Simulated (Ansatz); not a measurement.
The lowest singlet and triplet of AlH (SMILES [AlH]); geometries from B3LYP-D3(BJ)/def2-TZVP, each state relaxed from the structure named, with no frequency check.
Singlet (charge 0, multiplicity 1):
```xyz
2

Al     0.00000     0.00000    -0.11871
H      0.00000     0.00000     1.54322
```
Triplet (charge 0, multiplicity 3):
```xyz
2

Al     0.0000     0.0000    -0.1147
H      0.0000     0.0000     1.4914
```

A positive gap puts the triplet lower; no zero-point energy. R- takes a restricted singlet. U- takes an unrestricted singlet (broken symmetry where lower, unprojected). The triplet is unrestricted in single-reference levels.

Run with Ansatz (Gaussian orbitals). 

**Question.** One of these levels gives -27.20 kcal/mol for the gap E(singlet) − E(triplet), adiabatic. Which one is it?
A) R-PBE/def2-TZVPP
B) U-wB97M-V/def2-TZVPP
C) U-HF/cc-pV(T+d)Z (spin-contaminated)

**Answer.** C, U-HF/cc-pV(T+d)Z (spin-contaminated). The others give -39.07 (R-PBE/def2-TZVPP), -48.58 (U-wB97M-V/def2-TZVPP)

Ansatz is a program for electronic structure.
